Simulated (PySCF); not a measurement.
Job for PySCF: R-B3LYP/6-31G* on C2H7ClO (a complex).

```python
from pyscf import gto, scf, dft, mp
from pyscf.data.elements import chemcore

mol = gto.M(
    atom='''
    C    -0.52141351   -0.45723633   -0.31723253
    O     0.13506184    0.73318891    0.09352911
    H     0.16233157   -1.15025171   -0.81906902
    H    -1.29800949   -0.16694498   -1.02376065
    H    -0.99145332   -0.97866530    0.52415896
    H     0.79730805    0.49673211    0.75477894
    C    -0.55578178    0.98151363    3.33463300
    Cl    0.92292537   -0.04130708    3.20544274
    H    -0.31787789    1.83206588    3.96552222
    H    -0.82206040    1.29802716    2.33078980
    H    -1.34005155    0.37789124    3.78045524
    ''',
    basis='6-31g*',
    cart=True,
    charge=0, spin=0, verbose=3, max_memory=1800)
mf = dft.RKS(mol, xc='b3lyp')
mf.conv_tol = 1e-8
mf.max_cycle = 100
mf.kernel()
if not mf.converged:
    mf = mf.newton().run(mf.mo_coeff, mf.mo_occ)
```

Output:

```
converged SCF energy = -615.829326199573
```

Self-consistency was reached.

Cost: about 5 core-seconds (a rough figure).
